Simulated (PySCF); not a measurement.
CdH2, SMILES [CdH2]. Atoms are numbered in the order given.

```xyz
3

Cd     0.0000     0.0000     0.0000
H      0.0000     0.0000    -1.6773
H      0.0000     0.0000     1.6773
```

Coordinates come from a PBE0-D3(BJ)/def2-TZVPD optimisation. The def2 effective core potentials stand for the cores of Cd; spin–orbit coupling is left out.

Calculation: CAM-B3LYP/def2-TZVPD (PySCF).

Isolated molecule, no solvent.

```json
{
  "total_energy": "-168.89978 hartree",
  "point_group": "D∞h",
  "highest_occupied_level": "-9.18 eV",
  "lowest_empty_level": "-0.02 eV",
  "orbital_gap": "9.16 eV",
  "dipole_moment": "0.000 e·Å",
  "quadrupole, principal values (traceless, Buckingham form, about the centre of nuclear charge)": "-7.64, 3.82, 3.82 D·Å",
  "mean_static_polarisability": "34.8 bohr³ (5.16 Å³)",
  "polarisability_principal_values": "30.4, 30.4, 43.5 bohr³"
}
```
